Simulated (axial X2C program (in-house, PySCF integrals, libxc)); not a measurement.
## What spin–orbit coupling does to RuC⁺

Calculated with an axial X2C code built on PySCF integrals. Spin-free means the one-electron spin-free X2C Hamiltonian; two-component (2c) means X2C with spin–orbit coupling and atomic mean-field two-electron Coulomb and Gaunt terms, so the difference of the two also holds small scalar two-electron terms. Basis: Ru dyall-cv3z [12s12p8d5f3g], C dyall-v3z [7s6p2d1f] (cores contracted in-house); Gaussian nuclei, density fitting, unrestricted open shells. Masses: Ru 101.904 u, C 12.000 u.

Spin-free state: M_S = 1/2, Λ = 2 (beyond evenly filled blocks: δ+α, δ+β, δ-α); fragments Ru+ + C.

| level | Re (Å) | ωe (cm⁻¹) | De (eV) | μ (D) |
| --- | --- | --- | --- | --- |
| PBE0 | 1.580 | 1180.7 | 5.939 | -2.05 |
| HF | 1.822 | 595.7 | 1.587 | -2.95 |
| BLYP | 1.619 | 1093.0 | 6.706 | -1.88 |

Dipoles are positive if C is the positive end and refer to the centre of mass.

Problem. Within this multiplet, which Ω should lie lowest by the rule for regular and inverted multiplets?

Solution. The open δ shell holds three electrons, one hole, so the multiplet is inverted: Ω = Λ + 1/2 = 5/2. The PBE0 2c search agrees.

Two-component determinant lowest at the distance of the search:

Ω = 5/2 (⟨Sz⟩ = 0.50, ⟨Lz⟩ = 2.00 at PBE0); fragments Ru+ + C.

```tsv
level	Re (Å)	ωe (cm⁻¹)	μ (D)
PBE0	1.580	1180.1	-2.05
HF	1.823	595.2	-2.94
BLYP	1.619	1092.4	-1.88
```

Problem. From the two tables, how do the constants change at the PBE0 level (2c against spin-free)?

Solution. At the PBE0 level Re is unchanged within 0.001 Å and ωe goes down by 0.6 cm⁻¹.

One determinant describes the state; a PBE0 search over occupations chose it and may have missed a lower one. Dissociation energies refer to the lowest single-determinant-based atoms at the same level and basis. De is not given where an atomic determinant may have missed its ground term or J level, or where the truncated virtual space spoils (T). Density functionals use the spin component along the axis (collinear). The functionals have no current-density term, which raises determinants with orbital currents, atoms included. The determinant is spin-polarised beyond a pure state at some levels (its spin-free form has ⟨S²⟩ too high), which makes Re and μ there less reliable.
